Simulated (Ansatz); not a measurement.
A structure relaxed at B3LYP-D4/def2-SVP in Ansatz, charge 0, singlet:

```xyz
5

Ga    0.9971    1.3744    1.0547
Ga    0.3239   -0.7297   -2.0293
S    -1.1580    0.9790   -0.6232
S    -0.9738   -0.2972    1.0775
S     0.8108   -1.3265    0.5203
```

(1) Give its formula and point group.

(2) Summarise the bond lengths by kind (pairs closer than 1.2 times the sum of covalent radii, bridged metal pairs left out).

Results:

(1) Ga₂S₃. Point group Cs (tolerance 0.1 Å).

(2) 3 × Ga–S 2.58 to 2.66 Å; 2 × S–S 2.13 Å.

Another isomer (singlet) lies 0.49 eV lower at PBE0-D4/def2-TZVP; other spin states weren't run for this one.
